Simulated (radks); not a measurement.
Problem. Spherical quantum dot in the effective-mass picture: electrons in a well V = -V0 / (1 + exp((r - R)/a)) with V0 = 6.24, R = 4.72, a = 0.52, with a point charge +1 (a donor) at the centre, all in effective atomic units (hartree* = m*/eps^2 hartree, bohr* = eps/m* bohr), one dielectric constant everywhere. Calculated with a radial shooting solver with Libxc functionals: non-relativistic Kohn-Sham, r2SCAN, spin-polarised, spherical densities, generalised Kohn-Sham scheme. Levels are named by radial order and angular momentum (1s, 1p, 1d, 2s, ...), and open shells are averaged over m. Results are scaled to m* = 0.039 and eps = 15.2, for which hartree* = 4.593 meV and bohr* = 20.62 nm. At N = 15 the configuration is 1s2 1p6 1d(up 5, down 1) 2s(up 1, down 0). Does electron 16 go into 1f up or 2s down or 1d down?

Solution. Into 1d down. The total energies of the other choices lie higher by 0.670 meV (2s down), 1.19 meV (1f up).
